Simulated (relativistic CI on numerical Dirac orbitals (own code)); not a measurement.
# Judd-Ofelt analysis for Ho4+

Method of calculation: Dirac-Coulomb-Breit CI, separate exchange-only KLI orbitals for each configuration, model QED, valence Slater integrals scaled by 0.7 (own radial code, finite nucleus).

Configuration 4f⁹ alone, in intermediate coupling. Take Ω₂ = 5.28, Ω₄ = 5.95, Ω₆ = 2.39 (10⁻²⁰ cm²) and refractive index n = 1.46 as given. A_ED = 64π⁴e²ν³ n(n² + 2)²/[27h(2J + 1)] Σ Ω_λ |U^λ|², in Gaussian units with ν in cm⁻¹, and A_MD is n³ times the free-ion magnetic-dipole rate; a dash marks a rate that is forbidden or under 2 % of the level's free-ion decay.

Emitting level ⁶H°11/2 at 6838 cm⁻¹ (radiative decay alone: multiphonon quenching in a host is left out, and the level can lie too high or too low):

| To | ν (cm⁻¹) | U² squared | U⁴ squared | U⁶ squared | Free-ion A(M1) (s⁻¹) |
| --- | --- | --- | --- | --- | --- |
| ⁶H°15/2 | 6838 | 0.2025 | 0.0062 | 0.7301 | - |
| ⁶H°13/2 | 2485 | 0.1754 | 0.5875 | 0.0005 | 1.15 |

Give the rates, branching ratios and the radiative lifetime.

The rates are:

```csv
To,λ (nm),A_ED (s⁻¹),A_MD (s⁻¹),β (%)
⁶H°15/2,1462,152,0,91.1
⁶H°13/2,4025,11.3,3.59,8.9
```

τ_rad = 5.98e-03 s. Computed level positions enter as ν³, so measured ones would change the rates. For the strongest line (1462 nm) and an assumed effective width Δλ = 64 nm (300 cm⁻¹), the Füchtbauer-Ladenburg formula σ = λ⁴A/(8πcn²Δλ) gives a peak emission cross-section of 0.68 × 10⁻²⁰ cm².
